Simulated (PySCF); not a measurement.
hexafluorophosphate (F6P), SMILES F[P-](F)(F)(F)(F)F, charge -1. Geometry optimised at TPSSh-D3(BJ)/def2-SVPD.

All values below come from TPSSh-D3(BJ)/def2-SVPD run with PySCF 2.14.0.

Harmonic wavenumbers (cm⁻¹): 285, 285, 285, 430, 430, 430, 523, 523, 523, 561, 561, 700, 860, 860, 860. Rotational constants (GHz): 2.443, 2.443, 2.443; symmetry number 24.

Work out the zero-point energy and the ideal-gas rigid-rotor harmonic-oscillator thermochemistry at 298.15 K and 1 atm.

ZPE = ½ Σ hcν = ½ × 8117 cm⁻¹ = 48.55 kJ/mol. H − E(el) = 67.52 kJ/mol. Entropy in J/(mol K): translation 170.81, rotation 88.60, vibration 44.89, total 304.30. G − E(el) = -23.20 kJ/mol. Cp = 107.09 J/(mol K).
